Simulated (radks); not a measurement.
Values are calculated unless marked as measured or tabulated.
Spherical jellium clusters: N electrons in a uniform positive sphere of charge N and radius rs N^(1/3), rs = 2.49 bohr. Level of theory: non-relativistic Kohn-Sham, LDA (Slater exchange, Perdew-Wang correlation), spin-polarised, spherical densities (a radial shooting solver with Libxc functionals). Levels are named by radial order and angular momentum (1s, 1p, 1d, 2s, ...), and open shells are averaged over m.

N = 31, configuration 1s2 1p6 1d10 2s2 1f(up 7, down 4). This is the lowest configuration that the search found. Occupied and some empty levels:

| level | occupation | eigenvalue (eV) | <r> (bohr) |
|---|---|---|---|
| 1s up | 1 | -9.9509 | 4.416 |
| 1s down | 1 | -9.8158 | 4.325 |
| 1p up | 3 | -8.1510 | 5.486 |
| 1p down | 3 | -7.9427 | 5.440 |
| 1d up | 5 | -6.0836 | 6.231 |
| 1d down | 5 | -5.8415 | 6.221 |
| 2s up | 1 | -5.5646 | 5.357 |
| 2s down | 1 | -5.4194 | 5.414 |
| 1f up | 7 | -3.7839 | 6.892 |
| 1f down | 4 | -3.5355 | 6.915 |
| 2p up | 0 | -3.0273 | 6.555 |
| 2p down | 0 | -2.8965 | 6.607 |
| 1g up | 0 | -1.3442 | 7.665 |
| 1g down | 0 | -1.1152 | 7.745 |
| 2d up | 0 | -0.89142 | 8.855 |
| 2d down | 0 | -0.78680 | 9.041 |

Energy (eV): total -34.6403, kinetic 129.41, external -3913.1, Hartree 1912.2, exchange-correlation -169.08, background 2005.9.
